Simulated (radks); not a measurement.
The numbers below are computed, except where a source is named.
All-electron atom: N3+ in [He] 2s2.

Code: a radial shooting solver on a logarithmic mesh with Libxc functionals. Model: scalar-relativistic Kohn-Sham, BLYP, spin-polarised, spherical densities, finite nucleus; Fermi nuclear charge, rms radius 2.5582 fm.

Energy parts (hartree):
part                      energy
total                  -51.22533
kinetic                 51.19038
electron-nucleus      -111.63228
Hartree                 14.46171
exchange-correlation    -5.24514

Orbitals (lengths in bohr, moments of r in powers of bohr; r(max) is where P^2 peaks; r(90%) holds 90 % of the orbital's charge):
| orbital | occ. | eigenvalue (hartree) | r(90%) | r(max) | <r^2> | <1/r> |
|---|---|---|---|---|---|---|
| 1s | 2 | -16.59647 | 0.410 | 0.1481 | 0.07082 | 6.655 |
| 2s | 2 | -2.50158 | 1.71 | 0.9194 | 1.439 | 1.319 |

The highest occupied level is 2s at -68.072 eV. For comparison, the ionisation energy in NIST's Atomic Spectra Database is 77.474 eV (measured). In exact Kohn-Sham theory the highest level is minus the ionisation energy, but local and semilocal functionals leave it too shallow, through self-interaction and a potential that decays too fast; potentials with the right tail come closer. Summed over all electrons, <r^2> = 3.020 bohr^2, which gives a Langevin (diamagnetic) susceptibility term of -2.39 x 10^-6 cm^3/mol. The density falls to 0.001 e/bohr^3 at r = 2.42 bohr.
